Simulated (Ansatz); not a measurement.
A search over several starts for the lowest SCF solution of Mg3N2⁺ at the given spin, in a small basis.

```yaml
crystal:
  periodic: [false, false, false]
  atoms:
    - {symbol: Mg, position_ang: [1.236077, -0.101753, 0.465277]}
    - {symbol: Mg, position_ang: [-2.920382, -0.886195, -0.303421]}
    - {symbol: Mg, position_ang: [4.182991, -0.404952, 0.075144]}
    - {symbol: N, position_ang: [-0.725964, 0.418108, -0.164417]}
    - {symbol: N, position_ang: [-1.772722, 0.974800, -0.072583]}
basis:
  gaussian: {orbitals: def2-SVP, initial_orbitals: start.molden}
total_charge: 1
magnetization: {spin_polarized: true, initial_magnetization: 3}
hamiltonian: {xc: pbe0, dispersion: d4}
output: {orbitals: {seedname: orbitals}}
```

The file start.molden holds the orbitals of an earlier run on this structure, at another level or in another basis.

```sh
$ ansatz run in.yaml --threads 4 --pin off --events-out ev --progress --plain --max-ram 3916MiB
```

Shortened log:

```
Functional definition: PBE0
716 factors; integrals over basis functions are off by at most 9.3e-4 eV
mean field evaluation 1: about -19285.3842 eV, gradient 3.9e0 eV
mean field evaluation 2: about -19285.5165 eV, gradient 2.6e-1 eV
mean field evaluation 4: about -19285.8231 eV, gradient 3.2e-2 eV
mean field evaluation 8: about -19285.8234 eV, gradient 2.0e-5 eV
mean field evaluation 16: about -19281.9334 eV, gradient 1.8e1 eV
mean field evaluation 32: about -19285.8233 eV, gradient 1.2e-2 eV
mean field -19285.82335138 eV, -708.7409357626 hartree, gradient 2.8e-5 eV, S^2 3.776932; 3 other end points of the search recorded, 0 dependent functions left out
reference -19285.82339744 eV, -708.7409374553 hartree; 26, 23 occupied and 56, 59 virtual orbitals, 716 factors
Total energy: -19285.93131185 eV, -708.7449032367 hartree
```

It took 4.4 s on 4 threads of Arm Neoverse V2 on a shared host.

At PBE0-D4/def2-TZVP a doublet of charge 1 lies 0.26 eV below the quartet, each at its own geometry. That doublet is doubtful there (⟨S²⟩ 1.07, where a pure state has 0.75). The structure comes from a short search, and lower isomers may exist.
